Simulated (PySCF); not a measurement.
Two species compared at the same levels of theory.

First species: 2-chloroacrylonitrile, C3H2ClN.
SMILES: `C(C(Cl)=C)#N`

Second species: C3H6BF2NO.
Structure used (PBE0-D3(BJ)/def2-SVP), in Å, numbered top down from 1:
```xyz
14
C3H6BF2NO angstrom
B      2.926   -0.285    0.419
N      1.496    0.216    0.257
C      0.418    0.595    0.126
C     -0.940    1.126   -0.049
O     -1.931    0.342    0.541
C     -2.319   -0.760   -0.174
F     -1.330   -1.669   -0.207
F     -3.357   -1.281    0.458
H      3.608    0.718    0.586
H      2.910   -1.009    1.405
H      3.194   -0.885   -0.612
H     -0.979    2.116    0.431
H     -1.111    1.274   -1.132
H     -2.590   -0.509   -1.218
```

Levels: PBE0/def2-SVPD for dipole moment, HOMO energy, LUMO energy, HOMO–LUMO gap, static isotropic polarisability and electronic spatial extent ⟨r²⟩ about the centre of nuclear charge; TDDFT PBE0/def2-SVPD for lowest singlet excitation; TDA PBE0/def2-SVPD for lowest triplet excitation (Tamm–Dancoff); ΔSCF PBE0/def2-SVPD for vertical ionisation energy; PBE0-D3(BJ)/def2-SVP for rotational constant A and rotational constant C. Geometries: PBE0-D3(BJ)/def2-SVP. All species are isolated and taken at one optimised geometry, non-relativistic unless stated; the electronic structure was computed with PySCF and density fitting.

The conformers computed, where there is a choice (atom-mapped SMILES and torsion angles):
- `[BH3-:1][N+:2]#[C:3][CH2:4][O:5][CH:6]([F:7])[F:8]`: C3–C4–O5–C6 -80°, C4–O5–C6–F7 69°

Task: Which of the two has the higher S1 energy, and by how much?

Result: The first: 5.85 eV against 5.12 eV, a difference of 0.73 eV.

Task: Which has the higher ⟨r²⟩?

Result: The second: 1272 bohr² against 517 bohr², a difference of 755 bohr².

Task: Which of the two has the higher rotational constant C, and by how much?

Result: The first: 2.168 GHz against 0.861 GHz, a difference of 1.307 GHz.

Task: Which has the higher T1 energy?

Result: The second: 4.62 eV against 3.42 eV, a difference of 1.20 eV.

Task: Which has the higher dipole moment?

Result: The second: 6.92 D against 3.58 D, a difference of 3.34 D.

Task: Which of the two has the higher HOMO energy, and by how much?

Result: The second: -7.89 eV against -8.37 eV, a difference of 0.48 eV.

Task: Which has the higher LUMO energy?

Result: The second: -1.39 eV against -2.12 eV, a difference of 0.73 eV.

Task: Which of the two has the higher static isotropic polarisability, and by how much?

Result: The second: 74.0 au against 55.0 au, a difference of 19.0 au.

On the first: No computed singlet falls in the visible range (750 to 380 nm, 1.65 to 3.26 eV); S1 lies 2.59 eV above its blue end. The dipole equals about 11.9 × 10⁻³⁰ C·m (1 D = 3.33564 × 10⁻³⁰ C·m).

On the second: The principal polarisabilities are 55.6, 62.1 and 104.3 au; their mean is the isotropic value. No computed singlet falls in the visible range (750 to 380 nm, 1.65 to 3.26 eV); S1 lies 1.86 eV above its blue end.
